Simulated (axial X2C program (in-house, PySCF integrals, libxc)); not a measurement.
How long does TiN take?

A bond scan computed with an in-house all-electron X2C program for linear molecules (integrals from PySCF). Basis: Ti dyall-cv3z [10s10p6d4f2g], N dyall-av3z [7s7p3d2f] (cores contracted in-house).

Input file and command:
```json
{"zs": [22, 7], "q": 0, "bas": ["dyall-cv3z", "dyall-av3z"], "levels": ["PBE0", "HF", "BLYP"], "cc": true, "r0": 1.77, "thr": -1.0, "nmax": 90, "npts": 10, "nst": 2, "ntry": 6}
```
```bash
python so2c.py task.json out
```

Keys: zs atomic numbers; q charge; bas basis sets; levels methods; cc coupled cluster on or off; r0 starting distance in Å; thr threshold in hartree for freezing inner shells (an s shell follows its p shell); nmax most natural virtual spinors; npts points on the curve; nst determinants followed; ntry starts of the search. HF also brings MP2.

Hardware: 1 thread of Intel(R) Xeon(R) Processor @ 2.30GHz (shared host).

Wall time of one point of each curve, integrals apart:

```
Hamiltonian                               level  points  seconds a point
  spin-free                                PBE0      10             0.75
  spin-free                                  HF      10             0.44
  spin-free  CCSD(T) (9 electrons, 89 virtuals)       7                7
  spin-free                                BLYP      10             0.48
         2c                                PBE0      10             0.87
         2c                                  HF      10             0.84
         2c  CCSD(T) (9 electrons, 90 virtuals)       7              7.4
         2c                                BLYP      10             0.57
```

The rest:

Search with its distance optimisation 39 s, atoms 12 s, whole task 200 s. Coupled cluster runs on the points near the minimum only. The program drops outer points, and coupled cluster, when its time limit (not in the input) nears; MP2, further determinants and curves that did not converge are not in the table.
